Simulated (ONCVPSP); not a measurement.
Ce: excitation energies, all-electron against ONCV

Ce (Z = 58), optimised norm-conserving Vanderbilt (ONCV), made with ONCVPSP 4.0.1 (PBEsol, non-relativistic). Core [Kr] 4d10, reference 4f1 5s2 5p6 5d1 6s2. Waves: 5s+6s: rc 2.45 bohr, ncon 4, nbas 7, qcut 5.9 1/bohr, 2 projectors; 5p: rc 2.90 bohr, ncon 4, nbas 9, qcut 5.2 1/bohr, 2 projectors, debl 2.4 Ha; 5d: rc 3.90 bohr, ncon 4, nbas 9, qcut 4.2 1/bohr, 2 projectors, debl 3.4 Ha; 4f: rc 1.70 bohr, ncon 3, nbas 7, qcut 11 1/bohr, 2 projectors, debl 1.1 Ha. Local part: polynomial inside 1.55 bohr (lpopt 2, dvloc0 6 Ha). Core correction: polynomial model core, fcfact 0.2.

Energies are relative to the spin-unpolarised reference configuration 4f1 5s2 5p6 5d1 6s2; without spin polarisation the order of configurations can differ from experiment.

Q: Give the all-electron excitation energy and the error of the potential for: 4f1 5s2 5p6 5d1 6s1; 4f1 5s2 5p6 5d1 6s0; 4f1 5s2 5p6 5d0 6s0; 4f0 5s2 5p6 5d1 6s2.

A:

```tsv
valence configuration	charge	ΔE all-electron (eV)	error AE − PS (meV)
4f1 5s2 5p6 5d1 6s1	+1	5.783	+1.7
4f1 5s2 5p6 5d1 6s0	+2	16.281	+8.8
4f1 5s2 5p6 5d0 6s0	+3	35.979	+37
4f0 5s2 5p6 5d1 6s2	+1	16.399	+495
```

Levels in the configuration 4f1 5s2 5p6 5d1 6s1:

```json
{"level": "4f", "all-electron (eV)": "-14.733", "pseudo (eV)": "-14.737"}
{"level": "5s", "all-electron (eV)": "-42.937", "pseudo (eV)": "-42.934"}
{"level": "5p", "all-electron (eV)": "-28.795", "pseudo (eV)": "-28.790"}
{"level": "5d", "all-electron (eV)": "-9.144", "pseudo (eV)": "-9.138"}
{"level": "6s", "all-electron (eV)": "-8.093", "pseudo (eV)": "-8.089"}
```
